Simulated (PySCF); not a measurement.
# Worked example: oscillator strength and radiative lifetime

Ge(H)2(Br)(OH) (BrGeH3O), SMILES [OH][GeH2][Br].

Coordinates come from a PBE0-D3(BJ)/def2-SVP optimisation. The values are those of a single conformer.

TDA-M06-2X/def2-SVPD (PySCF 2.14.0) puts the first singlet state with f over 0.02 at 6.68 eV (vertical), with the transition dipole (0.086, -0.021, 0.385) in atomic units.

### Question
Find the oscillator strength, the wavelength and the radiative lifetime that this transition would have in vacuum if emission retraced absorption.

### Answer

|μ|² = 0.1561 au, so |μ| = 1.00 D. ΔE = 6.68/27.211 = 0.2455 hartree. f = (2/3) ΔE |μ|² = 0.026 (the program prints 0.026).
λ = 1239.84/6.68 = 186 nm; ν = 53878 cm⁻¹.
Einstein's coefficient A = 0.6670 ν² f s⁻¹ (ν in cm⁻¹) = 4.9e7 s⁻¹, so τ = 1/A = 20 ns. This state is S1. The figure is the radiative limit of this one transition; relaxation, internal conversion, crossing to triplets and a medium change what is measured.
